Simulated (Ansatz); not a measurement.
One change: `[AlH2][SiH2]O[SiH3]` becomes `BCO[SiH2][AlH2]`.

Ansatz, PBE0-D4/def2-TZVP geometries, multiplicity 1. Each molecule was computed in one conformer, which needn't be the lowest.

| property | `[AlH2][SiH2]O[SiH3]` |
| --- | --- |
| HOMO energy (PBE0/def2-TZVPP) / eV | -7.38 |
| LUMO energy (B3LYP/def2-TZVPP) / eV | -2.30 |
| size of the dipole moment (PBE/def2-TZVPP) / D | 0.15 |
| HOMO–LUMO gap (PBE0/def2-TZVPP) / eV | 5.27 |
| LUMO energy (PBE0/def2-TZVPP) / eV | -2.11 |
| HOMO energy (B3LYP/def2-TZVPP) / eV | -7.20 |

(1) What does the change do to each property? (An estimate is asked.)

## Answers

(1) The calculation gave: 
| property | `BCO[SiH2][AlH2]` | shift |
| --- | --- | --- |
| HOMO energy (PBE0/def2-TZVPP) / eV | -7.02 | 0.36 |
| LUMO energy (B3LYP/def2-TZVPP) / eV | -2.28 | 0.02 |
| size of the dipole moment (PBE/def2-TZVPP) / D | 0.84 | 0.69 |
| HOMO–LUMO gap (PBE0/def2-TZVPP) / eV | 4.92 | -0.35 |
| LUMO energy (PBE0/def2-TZVPP) / eV | -2.10 | 0.01 |
| HOMO energy (B3LYP/def2-TZVPP) / eV | -6.83 | 0.37 |

Dipoles are sizes alone; their direction can turn.

B3LYP here is the variant with VWN-RPA as its local correlation; programs differ in this.
